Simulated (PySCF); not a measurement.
## PySCF run on RbB⁺

File input.py (PySCF 2.14):

```python
from pyscf import gto, dft
from pyscf.geomopt.geometric_solver import optimize

mol = gto.M(
    atom='Rb 0 0 0; B 0 0 2.678',
    basis='lanl2dz',
    ecp={'Rb': 'lanl2dz'},
    charge=1,
    spin=1,
    verbose=4,
)
mf = dft.UKS(mol, xc='bp86')
mf.kernel()
g = mf.nuc_grad_method()
g.grid_response = True
mol_eq = optimize(g.as_scanner(), maxsteps=30)
print('optimised geometry (angstrom)')
print(mol_eq.tostring('raw'))
print('orbital energies (hartree):', [e[max(0, n-3):n+3].round(4) for e, n in zip(mf.mo_energy, mol.nelec)])
```

```bash
$ python input.py
```

It prints (some set-up lines and the per-cycle HOMO/LUMO lines with their warnings removed):

```
PySCF version 2.14.0

[INPUT] Symbol           X                Y                Z      unit          X                Y                Z       unit  Magmom
[INPUT]  1 Rb     0.000000000000   0.000000000000   0.000000000000 AA    0.000000000000   0.000000000000   0.000000000000 Bohr   0.0
[INPUT]  2 B      0.000000000000   0.000000000000   2.678000000000 AA    0.000000000000   0.000000000000   5.060686561585 Bohr   0.0

nuclear repulsion = 8.89207411926811
number of shells = 10
number of NR pGTOs = 48
number of NR cGTOs = 21
basis = lanl2dz
ecp = {'Rb': 'lanl2dz'}

******** <class 'pyscf.dft.uks.UKS'> ********
method = UKS
initial guess = minao
damping factor = 0
level_shift factor = 0
DIIS = <class 'pyscf.scf.diis.CDIIS'>
SCF conv_tol = 1e-09
SCF max_cycles = 50
number electrons alpha = 7  beta = 6
XC functionals = bp86

grids dens level: 3
tot grids = 35960
init E= -48.6089338460817

cycle= 1 E= -48.3396362314203  delta_E= 0.269  |g|= 0.0882  |ddm|= 1.02
cycle= 2 E= -48.3493959555673  delta_E= -0.00976  |g|= 0.0424  |ddm|= 0.347
cycle= 3 E= -48.3519736037451  delta_E= -0.00258  |g|= 0.0122  |ddm|= 0.13
cycle= 4 E= -48.352250429466  delta_E= -0.000277  |g|= 0.00277  |ddm|= 0.0355
cycle= 5 E= -48.3522665845331  delta_E= -1.62e-05  |g|= 0.000494  |ddm|= 0.00787
cycle= 6 E= -48.352268018107  delta_E= -1.43e-06  |g|= 0.000227  |ddm|= 0.00273
cycle= 7 E= -48.3522685128091  delta_E= -4.95e-07  |g|= 2.47e-05  |ddm|= 0.00252
cycle= 8 E= -48.3522685172693  delta_E= -4.46e-09  |g|= 1.07e-06  |ddm|= 0.000256
cycle= 9 E= -48.3522685173086  delta_E= -3.93e-11  |g|= 6.11e-07  |ddm|= 3.55e-05
Extra cycle  E= -48.3522685173452  delta_E= -3.66e-11  |g|= 6.11e-07  |ddm|= 3.44e-05
converged SCF energy = -48.3522685173452  <S^2> = 0.75122988  2S+1 = 2.0012295
Create scanner for <class 'pyscf.grad.uks.Gradients'>
Create scanner for <class 'pyscf.dft.uks.UKS'>
input.py

Current date and time:

#|     Arguments passed to driver run_optimizer():      |#
customengine              <pyscf.geomopt.geometric_solver.PySCFEngine object>
logIni                    <dir>
maxiter                   30
----------------------------------------------------------
Custom engine selected.
Bonds will be generated from interatomic distances less than 1.20 times sum of covalent radii
6 internal coordinates being used (instead of 6 Cartesians)
Internal coordinate system (atoms numbered from 1):
Distance 1-2
Translation-X 1-2
Translation-Y 1-2
Translation-Z 1-2
Rotation-A 1-2
Rotation-B 1-2
Rotation-C 1-2
<class 'geometric.internal.Distance'> : 1
<class 'geometric.internal.TranslationX'> : 1
<class 'geometric.internal.TranslationY'> : 1
<class 'geometric.internal.TranslationZ'> : 1
<class 'geometric.internal.RotationA'> : 1
<class 'geometric.internal.RotationB'> : 1
<class 'geometric.internal.RotationC'> : 1
> ===== Optimization Info: ====
> Job type: Energy minimization
> Maximum number of optimization cycles: 30
> Initial / maximum trust radius (Angstrom): 0.100 / 0.300
> Convergence Criteria:
> Will converge when all 5 criteria are reached:
>  |Delta-E| < 1.00e-06
>  RMS-Grad  < 3.00e-04
>  Max-Grad  < 4.50e-04
>  RMS-Disp  < 1.20e-03
>  Max-Disp  < 1.80e-03
> === End Optimization Info ===

Geometry optimization cycle 1
Cartesian coordinates (Angstrom)
 Atom        New coordinates             dX        dY        dZ
  Rb   0.000000   0.000000   0.000000    0.000000  0.000000  0.000000
   B   0.000000   0.000000   2.678000    0.000000  0.000000  0.000000

WARN: Mole.unit (angstrom) is changed to Bohr

New geometry
   1 Rb     0.000000000000   0.000000000000   0.000000000000 AA    0.000000000000   0.000000000000   0.000000000000 Bohr
   2 B      0.000000000000   0.000000000000   2.678000000000 AA    0.000000000000   0.000000000000   5.060686561585 Bohr

******** <class 'pyscf.scf.hf.UKS_Scanner'> ********
method = UKS_Scanner
initial guess = minao
damping factor = 0
level_shift factor = 0
DIIS = <class 'pyscf.scf.diis.CDIIS'>
SCF conv_tol = 1e-09
SCF max_cycles = 50
number electrons alpha = 7  beta = 6
XC functionals = bp86

grids dens level: 3
tot grids = 35960
init E= -48.3522685173452
cycle= 1 E= -48.3522685173819  delta_E= -3.67e-11  |g|= 6.11e-07  |ddm|= 3.44e-05
Extra cycle  E= -48.3522685174185  delta_E= -3.66e-11  |g|= 6.11e-07  |ddm|= 3.44e-05
converged SCF energy = -48.3522685174185  <S^2> = 0.75122988  2S+1 = 2.0012295

******** <class 'pyscf.grad.rhf.Gradients_Scanner'> for <class 'pyscf.scf.hf.UKS_Scanner'> ********
unit = Eh/Bohr
grid_response = True
--------------- UKS_Scanner gradients ---------------
         x                y                z
0 Rb    -0.0000000000    -0.0000000000     0.0328171001
1 B     0.0000000000     0.0000000000    -0.0328171001
----------------------------------------------
cycle 1: E = -48.3522685174  dE = -48.3523  norm(grad) = 0.0464104
Step    0 : Gradient = 3.282e-02/3.282e-02 (rms/max) Energy = -48.3522685174
Hessian Eigenvalues: 3.91312e-02 5.00000e-02 5.00000e-02 ... 5.00000e-02 5.00000e-02 5.00000e-02

Geometry optimization cycle 2
Cartesian coordinates (Angstrom)
 Atom        New coordinates             dX        dY        dZ
  Rb   0.000000   0.000000  -0.100000    0.000000  0.000000 -0.100000
   B  -0.000000  -0.000000   2.778000   -0.000000 -0.000000  0.100000
New geometry
   1 Rb     0.000000000000   0.000000000000  -0.100000000003 AA    0.000000000000   0.000000000000  -0.188972612463 Bohr
   2 B     -0.000000000000  -0.000000000000   2.778000000003 AA   -0.000000000000  -0.000000000000   5.249659174048 Bohr

******** <class 'pyscf.scf.hf.UKS_Scanner'> ********
method = UKS_Scanner
initial guess = minao
damping factor = 0
level_shift factor = 0
DIIS = <class 'pyscf.scf.diis.CDIIS'>
SCF conv_tol = 1e-09
SCF max_cycles = 50
number electrons alpha = 7  beta = 6
XC functionals = bp86

grids dens level: 3
tot grids = 35960
init E= -48.3656604885536
cycle= 1 E= -48.3615385033448  delta_E= 0.00412  |g|= 0.00611  |ddm|= 0.0787
cycle= 2 E= -48.3615785839434  delta_E= -4.01e-05  |g|= 0.00302  |ddm|= 0.0263
cycle= 3 E= -48.3615904984572  delta_E= -1.19e-05  |g|= 0.000293  |ddm|= 0.00839
cycle= 4 E= -48.3615906714766  delta_E= -1.73e-07  |g|= 7.7e-05  |ddm|= 0.000861
cycle= 5 E= -48.3615906899498  delta_E= -1.85e-08  |g|= 2.51e-05  |ddm|= 0.000243
cycle= 6 E= -48.3615906961463  delta_E= -6.2e-09  |g|= 6.71e-06  |ddm|= 0.000243
cycle= 7 E= -48.3615906966043  delta_E= -4.58e-10  |g|= 6.48e-07  |ddm|= 9.24e-05
Extra cycle  E= -48.3615906966398  delta_E= -3.55e-11  |g|= 6.09e-07  |ddm|= 3.34e-05
converged SCF energy = -48.3615906966398  <S^2> = 0.75145345  2S+1 = 2.0014529

******** <class 'pyscf.grad.rhf.Gradients_Scanner'> for <class 'pyscf.scf.hf.UKS_Scanner'> ********
unit = Eh/Bohr
grid_response = True
--------------- UKS_Scanner gradients ---------------
         x                y                z
0 Rb     0.0000000000    -0.0000000000     0.0180216819
1 B    -0.0000000000     0.0000000000    -0.0180216819
----------------------------------------------
cycle 2: E = -48.3615906966  dE = -0.00932218  norm(grad) = 0.0254865
Step    1 : Displace = 1.000e-01/1.000e-01 (rms/max) Trust = 1.000e-01 (=) Grad = 1.802e-02/1.802e-02 (rms/max) E (change) = -48.3615906966 (-9.322e-03) Quality = 0.970
Hessian Eigenvalues: 3.91470e-02 5.00000e-02 5.00000e-02 ... 5.00000e-02 5.00000e-02 5.00000e-02

Geometry optimization cycle 3
Cartesian coordinates (Angstrom)
 Atom        New coordinates             dX        dY        dZ
  Rb  -0.000000   0.000000  -0.221806   -0.000000  0.000000 -0.121806
   B   0.000000  -0.000000   2.899806    0.000000 -0.000000  0.121806
New geometry
   1 Rb    -0.000000000000   0.000000000000  -0.221805828630 AA   -0.000000000000   0.000000000000  -0.419152268944 Bohr
   2 B      0.000000000000  -0.000000000000   2.899805828630 AA    0.000000000000  -0.000000000000   5.479838830529 Bohr

******** <class 'pyscf.scf.hf.UKS_Scanner'> ********
method = UKS_Scanner
initial guess = minao
damping factor = 0
level_shift factor = 0
DIIS = <class 'pyscf.scf.diis.CDIIS'>
SCF conv_tol = 1e-09
SCF max_cycles = 50
number electrons alpha = 7  beta = 6
XC functionals = bp86

grids dens level: 3
tot grids = 35960
init E= -48.3708887485734
cycle= 1 E= -48.3673135465432  delta_E= 0.00358  |g|= 0.00561  |ddm|= 0.0734
cycle= 2 E= -48.3673349776085  delta_E= -2.14e-05  |g|= 0.00402  |ddm|= 0.024
cycle= 3 E= -48.3673632683091  delta_E= -2.83e-05  |g|= 0.000644  |ddm|= 0.0103
cycle= 4 E= -48.3673640557753  delta_E= -7.87e-07  |g|= 1.76e-05  |ddm|= 0.00163
cycle= 5 E= -48.3673640565659  delta_E= -7.91e-10  |g|= 4.44e-06  |ddm|= 6.21e-05
Extra cycle  E= -48.3673640567118  delta_E= -1.46e-10  |g|= 2.61e-06  |ddm|= 3.71e-05
converged SCF energy = -48.3673640567118  <S^2> = 0.75152894  2S+1 = 2.0015284

******** <class 'pyscf.grad.rhf.Gradients_Scanner'> for <class 'pyscf.scf.hf.UKS_Scanner'> ********
unit = Eh/Bohr
grid_response = True
--------------- UKS_Scanner gradients ---------------
         x                y                z
[part of the log left out]
SCF conv_tol = 1e-09
SCF max_cycles = 50
number electrons alpha = 7  beta = 6
XC functionals = bp86

grids dens level: 3
tot grids = 35960
init E= -48.3725102675084
cycle= 1 E= -48.372518708244  delta_E= -8.44e-06  |g|= 2.62e-05  |ddm|= 0.000142
cycle= 2 E= -48.3725187082714  delta_E= -2.74e-11  |g|= 2.63e-05  |ddm|= 0.000121
Extra cycle  E= -48.3725187082824  delta_E= -1.1e-11  |g|= 2.67e-05  |ddm|= 0.000122
converged SCF energy = -48.3725187082824  <S^2> = 0.75033867  2S+1 = 2.0003386

******** <class 'pyscf.grad.rhf.Gradients_Scanner'> for <class 'pyscf.scf.hf.UKS_Scanner'> ********
unit = Eh/Bohr
grid_response = True
--------------- UKS_Scanner gradients ---------------
         x                y                z
0 Rb    -0.0000000975     0.0000000664    -0.0000096392
1 B     0.0000000975    -0.0000000664     0.0000096392
----------------------------------------------
cycle 18: E = -48.3725187083  dE = -5.98647e-07  norm(grad) = 1.36329e-05
Step   17 : Displace = 3.023e-03/3.023e-03 (rms/max) Trust = 3.023e-03 (x) Grad = 9.640e-06/9.640e-06 (rms/max) E (change) = -48.3725187083 (+6.017e-07) Quality = -5.632
Not rejecting step - energy change meets convergence criteria
Hessian Eigenvalues: 5.28146e-05 4.99997e-02 5.00000e-02 ... 5.00000e-02 5.00000e-02 5.00000e-02

Geometry optimization cycle 19
Cartesian coordinates (Angstrom)
 Atom        New coordinates             dX        dY        dZ
  Rb  -0.000153   0.000104  -1.691884    0.000010 -0.000007  0.001511
   B   0.000153  -0.000104   4.369884   -0.000010  0.000007 -0.001511
New geometry
   1 Rb    -0.000152526289   0.000103874639  -1.691883606340 AA   -0.000288232913   0.000196294619  -3.197196650624 Bohr
   2 B      0.000152526289  -0.000103874639   4.369883606338 AA    0.000288232913  -0.000196294619   8.257883212206 Bohr

******** <class 'pyscf.scf.hf.UKS_Scanner'> ********
method = UKS_Scanner
initial guess = minao
damping factor = 0
level_shift factor = 0
DIIS = <class 'pyscf.scf.diis.CDIIS'>
SCF conv_tol = 1e-09
SCF max_cycles = 50
number electrons alpha = 7  beta = 6
XC functionals = bp86

grids dens level: 3
tot grids = 35960
init E= -48.3725226160394
cycle= 1 E= -48.3725184064388  delta_E= 4.21e-06  |g|= 4e-05  |ddm|= 0.000179
cycle= 2 E= -48.3725184064041  delta_E= 3.47e-11  |g|= 4.04e-05  |ddm|= 0.00018
cycle= 3 E= -48.3725184097161  delta_E= -3.31e-09  |g|= 7.25e-07  |ddm|= 9.06e-05
cycle= 4 E= -48.3725184097489  delta_E= -3.28e-11  |g|= 6.91e-07  |ddm|= 2.65e-05
Extra cycle  E= -48.3725184097986  delta_E= -4.98e-11  |g|= 7.12e-07  |ddm|= 3.93e-05
converged SCF energy = -48.3725184097986  <S^2> = 0.7503389  2S+1 = 2.0003389

******** <class 'pyscf.grad.rhf.Gradients_Scanner'> for <class 'pyscf.scf.hf.UKS_Scanner'> ********
unit = Eh/Bohr
grid_response = True
--------------- UKS_Scanner gradients ---------------
         x                y                z
0 Rb    -0.0000001186     0.0000000808    -0.0000099548
1 B     0.0000001186    -0.0000000808     0.0000099548
----------------------------------------------
cycle 19: E = -48.3725184098  dE = 2.98484e-07  norm(grad) = 1.40796e-05
Step   18 : Displace = 1.511e-03/1.511e-03 (rms/max) Trust = 1.511e-03 (-) Grad = 9.956e-06/9.956e-06 (rms/max) E (change) = -48.3725184098 (+2.985e-07) Quality = -5.507
Not rejecting step - energy change meets convergence criteria
Hessian Eigenvalues: 5.28146e-05 4.99997e-02 5.00000e-02 ... 5.00000e-02 5.00000e-02 5.00000e-02

Geometry optimization cycle 20
Cartesian coordinates (Angstrom)
 Atom        New coordinates             dX        dY        dZ
  Rb  -0.000140   0.000096  -1.691128    0.000012 -0.000008  0.000756
   B   0.000140  -0.000096   4.369128   -0.000012  0.000008 -0.000756
New geometry
   1 Rb    -0.000140319314   0.000095555521  -1.691127972166 AA   -0.000265165074   0.000180573765  -3.195768708985 Bohr
   2 B      0.000140319314  -0.000095555521   4.369127972165 AA    0.000265165074  -0.000180573765   8.256455270567 Bohr

******** <class 'pyscf.scf.hf.UKS_Scanner'> ********
method = UKS_Scanner
initial guess = minao
damping factor = 0
level_shift factor = 0
DIIS = <class 'pyscf.scf.diis.CDIIS'>
SCF conv_tol = 1e-09
SCF max_cycles = 50
number electrons alpha = 7  beta = 6
XC functionals = bp86

grids dens level: 3
tot grids = 35960
init E= -48.372520368373
cycle= 1 E= -48.3725182598156  delta_E= 2.11e-06  |g|= 6.6e-06  |ddm|= 5.4e-05
cycle= 2 E= -48.372518259877  delta_E= -6.15e-11  |g|= 6.63e-06  |ddm|= 5.3e-05
Extra cycle  E= -48.3725182599474  delta_E= -7.04e-11  |g|= 6.72e-06  |ddm|= 5.61e-05
converged SCF energy = -48.3725182599474  <S^2> = 0.75033907  2S+1 = 2.000339

******** <class 'pyscf.grad.rhf.Gradients_Scanner'> for <class 'pyscf.scf.hf.UKS_Scanner'> ********
unit = Eh/Bohr
grid_response = True
--------------- UKS_Scanner gradients ---------------
         x                y                z
0 Rb    -0.0000001494     0.0000001019    -0.0000100438
1 B     0.0000001494    -0.0000001019     0.0000100438
----------------------------------------------
cycle 20: E = -48.3725182599  dE = 1.49851e-07  norm(grad) = 1.42064e-05
Step   19 : Displace = 7.556e-04/7.556e-04 (rms/max) Trust = 7.556e-04 (-) Grad = 1.005e-05/1.005e-05 (rms/max) E (change) = -48.3725182599 (+1.499e-07) Quality = -5.310
Hessian Eigenvalues: 5.28146e-05 4.99997e-02 5.00000e-02 ... 5.00000e-02 5.00000e-02 5.00000e-02
Converged! =D

    #| If this code has benefited your research, please support us by citing: |#
    #| Wang, L.-P.; Song, C.C. (2016) "Geometry optimization made simple with |#
    #| translation and rotation coordinates", J. Chem, Phys. 144, 214108.     |#
    #|                                     |#
optimised geometry (angstrom)
Rb         -0.00014032        0.00009556       -1.69112797
B           0.00014032       -0.00009556        4.36912797
orbital energies (hartree): [array([-0.7929, -0.5355, -0.3318, -0.3144, -0.313 , -0.1846]), array([-0.7941, -0.7927, -0.4996, -0.2998, -0.297 , -0.2608])]
```

In short: E(SCF) = -48.352269 Eh, 9 cycles, ⟨S²⟩ = 0.751, all at the start geometry; optimised bond 6.060 Å with E = -48.372518 Eh after 20 steps.

Wall time 18 s on one thread of a shared host.

The last line lists the levels of the start geometry. No search for the lowest solution was made.
